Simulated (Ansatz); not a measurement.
A geometry optimisation of C4H6S2Si with PBE0-D3(BJ)/def2-SVP

The starting geometry of this gas-phase singlet was optimised with GFN2-xTB; its bonds are those of `[SiH3]c1sccc1S`.

```
atom    x (Å)    y (Å)    z (Å)
   C   0.0404   1.0817  -2.0707
   C   0.8956   3.0004  -0.7437
   C  -0.0300   2.2802  -0.0629
   C  -0.5118   1.1879  -0.8237
   S   1.1887   2.3615  -2.3103
   S  -1.7197   0.0471  -0.2336
  Si  -0.3040  -0.2104  -3.3861
   H  -1.7536  -0.3122  -3.5504
   H   0.3431   0.2516  -4.6113
   H   0.2580  -1.4856  -2.9381
   H   1.4264   3.8732  -0.4194
   H  -0.3593   2.5089   0.9356
   H  -1.8941   0.6528   0.9415
```

Where would you expect an optimisation with PBE0-D3(BJ)/def2-SVP to take it?

It keeps its bonds, and is `[SiH3]c1sccc1S`.

The energy falls by 0.12 eV over 20 steps:

```csv
step,E − E(last) (eV)
1,0.124
3,0.052
5,0.050
7,0.045
9,0.018
12,0.004
14,0.001
16,0.000
18,0.000
20,0.000
```

Final geometry (Å):

```csv
atom,x (Å),y (Å),z (Å)
C,0.0679,1.1105,-1.9995
C,0.9233,3.0986,-0.7648
C,0.1516,2.2936,0.0301
C,-0.3426,1.1612,-0.6797
S,1.0591,2.4726,-2.3560
S,-1.3133,-0.1391,0.0386
Si,-0.3768,-0.1931,-3.2673
H,-1.8553,-0.2565,-3.4584
H,0.2656,0.2056,-4.5565
H,0.1324,-1.5355,-2.8643
H,1.4285,4.0247,-0.4918
H,-0.0594,2.4865,1.0823
H,-2.5012,0.5081,0.0141
```

The end wasn't checked by frequencies. Run with Ansatz 0.2.0, 100 s on 2 threads of Intel(R) Xeon(R) Platinum 8259CL CPU @ 2.50GHz (Skylake/Cascade Lake) (shared host).
